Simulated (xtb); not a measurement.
BrH3OSn, SMILES [OH][SnH2][Br]. All values are semi-empirical tight-binding results from xtb (GFN2-xTB unless named), good for trends rather than for accurate numbers. Coordinates come from a GFN2-xTB optimisation. The values are those of a single conformer.

For metal compounds this method's bond lengths and energies can be far off.

Computed properties:
- orbital gap: 4.12 eV
- zero-point energy: 14.9 kcal/mol
- G − E(el) at 298.15 K (modified RRHO): -5.0 kcal/mol
